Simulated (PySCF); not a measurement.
C₄H₁₁NSi, SMILES C/C=C/[Si@H](C)N.

The structure is a stationary point at B3LYP-D3(BJ)/def2-SVP. The structure was generated by enumeration; whether it is a known compound was not checked. Other conformers were not sampled.

All values below come from TDA-PBE0/def2-SVPD in PySCF 2.14.0.

Vertical excitations. 

Task: Give excitation energies, oscillator strengths and character. (An estimate is asked for; the answer gives what the named calculation found.)

Result: 
| state | energy (eV) | λ (nm) | f | main pairs |
|---|---|---|---|---|
| S1 | 5.92 | 209 | 0.003 | HOMO→LUMO 97 % |
| S2 | 6.41 | 194 | 0.026 | HOMO→LUMO+1 92 % |
| S3 | 6.69 | 185 | 0.036 | HOMO−1→LUMO+1 89 % |
| S4 | 7.09 | 175 | 0.581 | HOMO−1→LUMO 69 % |
| S5 | 7.23 | 172 | 0.001 | HOMO−2→LUMO 79 % |
| S6 | 7.30 | 170 | 0.005 | HOMO→LUMO+2 48 %, HOMO−1→LUMO+2 30 %, HOMO→LUMO+3 10 % |
| T1 | 4.15 | 298 | 0 | HOMO−1→LUMO 90 % |
| T2 | 5.61 | 221 | 0 | HOMO→LUMO 87 % |
Triplets are in the Tamm–Dancoff approximation.
